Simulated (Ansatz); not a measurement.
MoO₃: single points at one geometry.

```yaml
crystal:
  periodic: [false, false, false]
  atoms:
    - {symbol: Mo, position_ang: [-0.364072, 0.212414, -0.608298]}
    - {symbol: O, position_ang: [-1.647671, 0.903698, 0.229078]}
    - {symbol: O, position_ang: [0.663230, -1.179686, 0.177618]}
    - {symbol: O, position_ang: [1.348503, 0.063573, 0.201602]}
basis:
  gaussian: {orbitals: def2-TZVP, initial_orbitals: start.molden}
magnetization: {spin_polarized: true, initial_magnetization: 2}
hamiltonian: {xc: pbe0, dispersion: d4}
scf: {omitted_lower_state_checks: [starts]}
output: {orbitals: {seedname: orbitals}}
```

The file start.molden holds the orbitals of an earlier run on this structure, at another level or in another basis.

```sh
$ ansatz run in.yaml --threads 4 --pin off --events-out ev --progress --plain --max-ram 3916MiB
```

Output, abridged:

```
Functional definition: PBE0
831 factors; their error is unknown
mean field evaluation 1: about -7987.5741 eV, gradient 1.1e2 eV
mean field evaluation 2: about -7990.7901 eV, gradient 3.1e0 eV
mean field evaluation 4: about -7990.9153 eV, gradient 2.7e-1 eV
mean field evaluation 8: about -7990.9154 eV, gradient 2.0e-5 eV
mean field -7990.91544271 eV, -293.6607260824 hartree, gradient 2.0e-5 eV, S^2 2.052047; 0 other end points of the search recorded, 0 dependent functions left out
reference -7990.91548365 eV, -293.6607275872 hartree; 20, 18 occupied and 113, 115 virtual orbitals, 831 factors
Total energy: -7990.98861094 eV, -293.6634149652 hartree
Checks for a lower state left out: starts
```

Run time 2.1 s (4 threads of Intel Xeon Platinum 8375C on a shared host).

First input, but with `hamiltonian: {xc: pbe}`, `correlation: {method: rpa}` and without the key `output` (abridged; 2.4 s):

```
Functional definition: PBE
mean field -7993.31247512 eV, -293.7488153990 hartree, gradient 1.1e-6 eV, S^2 2.034580
3 core orbitals not correlated: weight in the atoms' cores, before any rotation towards them, 1.000 or more for the frozen orbitals, at most 0.000 for the correlated occupied ones
Total energy: -7991.34255385 eV, -293.6764221274 hartree
Checks for a lower state left out: starts
```

As the first input, with `hamiltonian: {xc: r2scan, dispersion: d4}` (abridged; 2.6 s):

```
Functional definition: r2SCAN
mean field -7996.40564385 eV, -293.8624872529 hartree, gradient 1.7e-5 eV, S^2 2.060125
Total energy: -7996.42457689 eV, -293.8631830295 hartree
Checks for a lower state left out: starts
```

First input, but with `hamiltonian: {xc: {name: B2PLYP}}` and without the key `output` (abridged; 3.6 s):

```
Functional definition: B2PLYP
mean field -7980.35856515 eV, -293.2727679880 hartree, gradient 5.6e-6 eV, S^2 2.063815
3 core orbitals not correlated: weight in the atoms' cores, before any rotation towards them, 1.000 or more for the frozen orbitals, at most 0.000 for the correlated occupied ones
second order -40.39518430 eV of doubles, -0.00000000 eV of singles
Total energy: -7991.26540932 eV, -293.6735871181 hartree
Checks for a lower state left out: starts
```

First input, but with `hamiltonian: {xc: pbe, dispersion: d4}` (abridged; 1.2 s):

```
Functional definition: PBE
mean field -7993.31253712 eV, -293.7488176774 hartree, gradient 1.7e-5 eV, S^2 2.034580
Total energy: -7993.40025499 eV, -293.7520412495 hartree
Checks for a lower state left out: starts
```

First input, but with `hamiltonian: {xc: {name: CAM-B3LYP}, dispersion: d4}` (abridged; 3.9 s):

```
Functional definition: CAM-B3LYP
mean field -7994.33528426 eV, -293.7864029415 hartree, gradient 1.4e-5 eV, S^2 2.029002
Total energy: -7994.41004036 eV, -293.7891501774 hartree
Checks for a lower state left out: starts
```

The first input with `hamiltonian: {xc: hse06, dispersion: d4}` (abridged; 2.3 s):

```
Functional definition: HSE06
mean field -7990.66176794 eV, -293.6514037067 hartree, gradient 7.2e-6 eV, S^2 2.052725
Total energy: -7990.73034264 eV, -293.6539237804 hartree
Checks for a lower state left out: starts
```

Geometry: r2SCAN-D4/def2-TZVP.

In the def2 sets Mo takes a core potential; there is no spin–orbit coupling. HSE06 is defined as in plane-wave codes, on full-range PBE exchange. Correlated methods freeze 3 core orbitals; core or outer-core shells of Mo are correlated, in sets that lack core-valence functions. The structure holds one bond between oxygen atoms, so isomers without such links may lie far lower. The structure comes from a short search, and lower isomers may exist.
